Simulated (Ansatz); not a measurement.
`BO[SiH2]Br` + H–F → `BO[SiH2]F` + HBr at 600 K and 1 bar (ligand exchange at the Si–Br bond).

Program: Ansatz. Geometries: PBE0-D4/def2-TZVP. ΔE: electronic, gas phase. CBS: MP2 limit from def2 TZ/QZ plus the TZ coupled-cluster correction, frozen cores. This one scheme is used for every species. For Br outer-core shells are correlated without core-valence functions, which leaves a few kJ/mol of doubt a bond. Scalar relativity is left out up to krypton. Each species was taken in one conformer, which may not be the lowest.

```
     species  CCSD(T)/CBS energy (Eh)  H − E (kJ/mol)  S (J/(mol·K))
`BO[SiH2]Br`              -2964.89003           168.2          413.5
         H–F               -100.39570            42.3          194.0
 `BO[SiH2]F`               -491.38453           170.3          386.0
         HBr              -2573.91920            33.5          219.1
```

H − E and S are ideal-gas, rigid-rotor, harmonic terms from PBE0-D4/def2-TZVP, for one conformer and one mirror image of each species. 1 Eh = 2625.50 kJ/mol, R = 8.31446 J/(mol·K).

**Question.** By hand: ΔE, ΔH, ΔS and ΔG.

**Answer.** ΔE = (-491.38453) + (-2573.91920) − (-2964.89003) − (-100.39570) = -0.01800 Eh = -47.3 kJ/mol. Δ(H − E) = 170.3 + 33.5 − 168.2 − 42.3 = -6.7, so ΔH = -54.0 kJ/mol. ΔS = 386.0 + 219.1 − 413.5 − 194.0 = -2.4 J/(mol·K). ΔG = -54.0 − 600 × (-2.4)/1000 = -52.6 kJ/mol.

**Question.** By hand: the equilibrium constant, and the temperature at which ΔG would vanish if ΔH and ΔS stayed fixed.

**Answer.** log₁₀ K = −ΔG/(RT ln 10) = 4.6. ΔG = 0 at ΔH/ΔS = 22500 K, far beyond where these terms or the molecules hold.

The number of gas molecules stays the same, so ΔS is small and ΔH decides. A doubt of 5 kJ/mol in ΔE shifts log₁₀ K by 0.4 here. Other conformers and mirror images would add mixing entropy, several J/(mol·K) or more a flexible species. Modes under 60 cm⁻¹, often nearly free rotors, make the harmonic entropy too high. These are equilibria of isolated gas molecules and say nothing of rates. Largest T1 diagnostic: 0.013 (customary marks: 0.02 for closed shells, 0.045 for open ones).
